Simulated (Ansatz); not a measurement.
Gas-phase electronic energies from Ansatz, PBE0-D4/def2-TZVP geometries. CCSD(T)/CBS adds triple-zeta CCSD(T) − MP2 to the extrapolated MP2 energy (def2 sets, frozen cores). Functionals use def2-TZVPP. Elements past krypton have def2 core potentials. For Ge, In outer-core shells are correlated without core-valence functions, which leaves a few kJ/mol of doubt a bond. Scalar relativity is left out up to krypton. One conformer a species, not always the lowest.

Consider the redistribution: `C[O][In]([OH])[SH]` + `[OH][GeH]([F])[F]` → `[OH][In]([OH])[SH]` + `C[O][GeH]([F])[F]`.

| level | ΔE (kcal/mol) |
| --- | --- |
| ωB97M-V | -2.0 |
| PBE | -1.5 |

(1) What does CCSD(T)/CBS give? (Estimate.)

Largest T1 diagnostic among the species: 0.016.

## Answers

(1) The calculation gave: -1.8 kcal/mol. The listed levels differ from it by -0.2, 0.3 kcal/mol.
